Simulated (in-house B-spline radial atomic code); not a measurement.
Results of a calculation; reference values are marked as such.
Ghost states of the separable form: B

B, [He] 2s2 2p1, non-relativistic PBE, spherical and spin-unpolarised, from an all-electron radial atomic-structure program (B-spline basis) (atomic units; all potentials screened as in the neutral atom).

Troullier-Martins channels: 2s (ε = -0.3469, r_c = 1.328 bohr), 2p (ε = -0.1326, r_c = 1.982 bohr). In the Kleinman-Bylander form one channel serves as the local potential, and each other channel l becomes |δV u><u δV|/<u|δV|u>, with δV = V_l − V_local and u the pseudo-orbital. Its strength is E_KB = <u|δV²|u>/<u|δV|u>. By the analysis of Gonze, Stumpf and Scheffler a spurious state lies below the reference level ε if E_KB > 0 and ε is above the second level of the local potential alone, or if E_KB < 0 and ε is above its first. The table's levels are those of angular momentum l in a sphere of 9 bohr, whose wall can lift a shallow ε a little above its free-atom value.

| local | channel | <u δV u> | <u δV² u> | ε | first local level | second local level |
| --- | --- | --- | --- | --- | --- | --- |
| p | s | 0.26943 | 0.88088 | -0.3469 | -1.4004 | -0.0500 |
| s | p | -0.28513 | 0.92306 | -0.1323 | -0.0376 | 0.1562 |

Apply the rule to each row.

Local p, channel s: E_KB = +3.27, so ε = -0.3469 is set against -0.0500: no ghost. Local s, channel p: E_KB = -3.24, so ε = -0.1323 is set against -0.0376: no ghost.

Diagonalising the separable Hamiltonian gives:

```csv
local,channel,three lowest levels,"all-electron, two lowest valence levels"
p,s,"-0.3469, 0.0434, 0.3315","-0.3469, 0.0433"
s,p,"-0.1323, 0.0988, 0.3900","-0.1323, 0.0987"
```

Which choices of local channel are safe?

All are free of ghosts. Among the safe choices the second level, which tests transfer, is off by at most 0.1 millihartree (s local), 0.1 millihartree (p local).
